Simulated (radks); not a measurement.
The numbers below are computed, except where a source is named.
Ru, configuration [Kr] 4d(up 3.5, down 3.5) 5s(up 0.5, down 0.5) (fractional occupations, a model configuration).

Code: a radial shooting solver on a logarithmic mesh with Libxc functionals. Model: scalar-relativistic Kohn-Sham, PBE, spin-polarised, spherical densities, finite nucleus; Fermi nuclear charge, rms radius 4.4809 fm.

Energy parts (eV):
total: -123286.019
kinetic: 127484.903
electron-nucleus: -297402.210
Hartree: 50260.501
exchange-correlation: -3629.212

Orbitals (lengths in bohr, moments of r in powers of bohr; <r^-3> diverges for s and p1/2):
orbital  occ.  eigenvalue (eV)   <1/r>  <r^-3>     <r^2>
1s          2        -21936.74   45.87       -  0.001510
2s          2        -3154.069   10.37       -   0.02501
2p          6        -2824.859   10.06    3000   0.01969
3s          2        -555.4287   3.595       -    0.1856
3p          6        -447.2254   3.423   514.7    0.1888
3d         10        -273.1176   3.194   69.35    0.1767
4s          2         -76.3683   1.344       -     1.177
4p          6         -46.4164   1.197   78.41     1.462
4d          7          -5.2025  0.8096   5.276     3.641
5s          1          -4.2395  0.3784       -     13.33

The highest occupied level is 5s at -4.240 eV. The density falls to 0.001 e/bohr^3 at r = 4.50 bohr. The electron density at the nucleus is 1.125e+05 e/bohr^3 (large components only). Summed over all electrons, <r^2> = 53.38 bohr^2, which gives a Langevin (diamagnetic) susceptibility term of -42.3 x 10^-6 cm^3/mol.
